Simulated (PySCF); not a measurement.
This script is equivalent to a calculation on Cs¹⁴⁺ (caesium, charge +14).

```python
from pyscf import gto, scf, dft, mp, cc
mol = gto.M(atom="Cs 0 0 0", charge=14, spin=5, symmetry="D2h",
            basis=gto.etbs([(0, 21, 0.53, 2.5), (1, 15, 0.68, 2.5), (2, 10, 0.68, 2.5), (3, 4, 3.9, 2.7), (4, 4, 5.9, 2.7)]),
            nucmod="G")
mf = scf.UHF(mol).sfx2c1e()
mf.irrep_nelec = {'Ag': (8, 6), 'B1g': (2, 1), 'B2g': (2, 1), 'B3g': (2, 1), 'B1u': (3, 3), 'B2u': (3, 3), 'B3u': (3, 3)}
mf.kernel()
```

Q: What total energy does it give?

A: -7714.94636 hartree (calculated).

Q: Which occupied shell lies highest, and where?

A: 4d α, at -355.11 eV.

Q: What is ⟨S²⟩, and what would a pure spin state give?

A: 8.750, against 8.75.

Spin-orbit coupling, which splits the p, d and f shells strongly at this Z, is absent.
